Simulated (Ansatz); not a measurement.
Coupled-cluster diagnostics for Ge2Te3 (the lowest singlet isomer of a short search), Ansatz.

Geometry of the singlet (B3LYP-D4/def2-SVP):

Cartesian coordinates in Å:
```
Ge -0.038 1.298 -1.892
Ge 0.287 0.007 2.277
Te -0.417 -1.233 -1.805
Te -0.211 -2.052 0.838
Te 0.379 1.980 0.584
```

In the def2 sets Te takes a core potential; there is no spin–orbit coupling. Correlated methods freeze 30 core orbitals; core or outer-core shells of Ge, Te are correlated, in sets that lack core-valence functions. Another isomer (singlet) lies 0.08 eV lower at PBE0-D4/def2-TZVP; other spin states weren't run for this one.

**Question.** Estimate the CCSD(T) correlation energy, the shares of MP2 and (T), T1 and the reference's ⟨S²⟩ for: charge 0, singlet, own geometry in def2-SVP; and the rough time on 4 threads of Arm Neoverse V1 on a shared host.

**Answer.** 
```tsv
state	basis	correlation (eV)	MP2 share (%)	(T) share (%)	T1	⟨S²⟩ (pure)	wall time	remarks
charge 0, singlet, own geometry	def2-SVP	-22.260	94.3	4.6	0.021	0.00 (0.00)	60 s	large T1
```
Customary marks for T1 are 0.02 (closed shells), 0.045 (open shells) and about 0.05 (3d metals). T1 exceeds 0.02 in 1 of 1 rows and 0.045 in 0; the higher it lies, the less the single-reference result can be trusted.
